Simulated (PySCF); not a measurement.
Cost of one run: geometry optimisation, `COC1=CC=CC1=C1C=C1`.

Method: PBE0-D3(BJ)/def2-SVP geometry optimisation, gas phase (PySCF 2.14.0). Work: geometry optimisation from a GFN2-xTB start, density fitting. A driver script takes a list of jobs; this job's settings line and coordinates (Å) are shown.

Input:
```
{"job": {"xc": "PBE0", "basis": "def2-SVP", "d3": "d3bj", "grid": 2, "kind": "geom"}, "charge": 0, "multiplicity": 1}
C     -2.478104    -1.244846    -0.295636
O     -1.079125    -1.114778    -0.260826
C     -0.612433     0.133002     0.027680
C     -1.261338     1.292811     0.291016
C     -0.274826     2.317360     0.529340
C      0.964722     1.795864     0.414263
C      0.826430     0.387151     0.090767
C      1.788192    -0.509768    -0.111488
C      2.238432    -1.843363    -0.415720
C      3.166441    -0.917001    -0.198159
H     -2.684865    -2.286999    -0.535278
H     -2.923999    -0.996941     0.673650
H     -2.918076    -0.598766    -1.063014
H     -2.322117     1.459312     0.326856
H     -0.522221     3.338023     0.760794
H      1.906341     2.297399     0.532522
H      1.983416    -2.848423    -0.647100
H      4.194371    -0.653720    -0.131325
```

Hardware: Arm Neoverse V1, one thread, no GPU (shared host). PySCF's memory limit was set to 1600 MB.

Question: How large is the basis?

Answer: 180 functions.

Question: Which is nearest to the wall time?
A. 1.8 min
B. 13 s
C. 14 min

Answer: A. The run took 1.8 min. The run took 6 energy-and-gradient evaluations and 43 SCF cycles, 18 s an evaluation on average.

Question: Estimate the peak memory.

Answer: About 0.94 GiB. Peak memory is the resident size of the whole Python process, interpreter and libraries included.

The output:
```
step   0  E = -422.05779789  max force = 0.030838
step   1  E = -422.06102423  max force = 0.002707
step   2  E = -422.06107688  max force = 0.001260
step   3  E = -422.06105830  max force = 0.002681
step   4  E = -422.06109021  max force = 0.000676
step   5  E = -422.06109358  max force = 0.000246
optimisation converged
```

Energies in Eh; «max force» is the largest Cartesian gradient component in Eh/bohr.

Times come from a shared host and carry two figures at best.

The run converged: final energy -422.06109 Eh after 5 steps; dipole 3.84 D.
